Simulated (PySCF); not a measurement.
C₄H₆NO, SMILES O=C1CCC[N]1, multiplicity 2.

Geometry optimised at PBE0-D3(BJ)/def2-SVP. The isomer is the one that the SMILES or the coordinates give; other isomers of the formula were not compared. One conformer was computed; it need not be the lowest.

Level of theory: TDA-M06-2X/def2-SVPD run with PySCF.

Vertical excitations. 

Computed lowest excited states:
| state | energy (eV) | λ (nm) | f | main pairs |
|---|---|---|---|---|
| root 1 | 0.94 | 1318 | 0.001 | β HOMO→LUMO 77 %, β HOMO−1→LUMO 16 % |
| root 2 | 1.63 | 762 | 0.000 | β HOMO−1→LUMO 75 %, β HOMO→LUMO 16 % |
| root 3 | 4.60 | 270 | 0.043 | α HOMO−1→LUMO+1 5 %, β HOMO−2→LUMO 73 % |
| root 4 | 5.31 | 233 | 0.002 | α HOMO→LUMO+1 13 %, β HOMO−3→LUMO 35 %, β HOMO−7→LUMO 17 %, β HOMO−5→LUMO 17 % |
| root 5 | 5.48 | 226 | 0.001 | α HOMO→LUMO+1 43 %, α HOMO−1→LUMO+1 11 %, β HOMO−3→LUMO 26 % |
| root 6 | 5.74 | 216 | 0.005 | α HOMO−1→LUMO+1 5 %, β HOMO−3→LUMO 30 %, β HOMO−7→LUMO 18 %, β HOMO−5→LUMO 14 %, β HOMO−4→LUMO 6 % |
| root 7 | 5.85 | 212 | 0.018 | α HOMO−1→LUMO+1 9 %, β HOMO−4→LUMO 50 %, β HOMO−2→LUMO 18 % |
| root 8 | 6.05 | 205 | 0.004 | β HOMO−5→LUMO 41 %, β HOMO→LUMO+4 9 %, β HOMO−7→LUMO 7 %, β HOMO−8→LUMO 7 % |
| root 9 | 7.03 | 176 | 0.001 | α HOMO−2→LUMO+1 26 %, β HOMO→LUMO+4 21 %, β HOMO−7→LUMO 11 %, β HOMO→LUMO+3 7 %, β HOMO−1→LUMO+4 7 % |
| root 10 | 7.11 | 174 | 0.006 | α HOMO−1→LUMO+1 23 %, β HOMO−6→LUMO 45 %, β HOMO−4→LUMO 10 % |
Unrestricted roots are not spin-pure.
